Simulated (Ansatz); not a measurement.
Consider the ligand exchange at a B–O bond: `BOB` + `N[SiH2]F` → `BN[SiH2]F` + `BO`.

Program: Ansatz. Geometries: PBE0-D4/def2-TZVP. ΔE: electronic, gas phase. CCSD(T)/CBS is the MP2 limit (def2-TZVPP, def2-QZVPP) plus CCSD(T) − MP2 in def2-TZVPP, frozen cores. This one scheme is used for every species. DFT in def2-TZVPP. B3LYP here is the variant with VWN-RPA as its local correlation; programs differ in this. Each species was taken in one conformer, which may not be the lowest.

| level | ΔE (kJ/mol) | difference from CCSD(T)/CBS |
| --- | --- | --- |
| PBE-D4 | -33.0 | -9.9 |
| BLYP-D4 | -27.7 | -4.6 |
| r2SCAN-D4 | -26.7 | -3.6 |
| PBE0-D4 | -28.2 | -5.1 |
| r2SCANh-D4 | -25.6 | -2.5 |
| ωB97M-V | -24.2 | -1.1 |
| revPBE | -30.2 | -7.1 |
| B3LYP | -21.8 | 1.3 |
| r2SCANh | -25.1 | -2.0 |
| BHLYP | -16.5 | 6.6 |
| RPA@PBE/def2-TZVPP | -26.6 | -3.5 |
| CCSD/def2-SVP | -30.6 | -7.5 |
| CCSD(T)/def2-SVP | -33.1 | -10.0 |
| MP2/def2-TZVPP | -24.7 | -1.6 |
| CCSD(T)/def2-TZVPP | -25.5 | -2.4 |
| MP2/def2-QZVPP | -22.9 | 0.2 |
| CCSD(T)/CBS | -23.1 | 0 |

**Question.** What do rigid-rotor, harmonic-oscillator terms from PBE0-D4/def2-TZVP frequencies (298.15 K, 1 bar) make of the CCSD(T)/CBS value? (Estimate.)

**Answer.** Ansatz gave: ΔZPE = +4.9 kJ/mol, ΔH = -19.4 kJ/mol, ΔS = -3 J/(mol·K), ΔG = -18.4 kJ/mol.

Largest T1 diagnostic among the species: 0.014.

At CCSD(T), def2-SVP lies −10.0 kJ/mol from the extrapolated value and def2-TZVPP −2.4 kJ/mol. In def2-TZVPP, CCSD(T) changes the Hartree–Fock value by −18.7 kJ/mol (the triples alone add −2.7 kJ/mol) and MP2 by −17.9 kJ/mol.
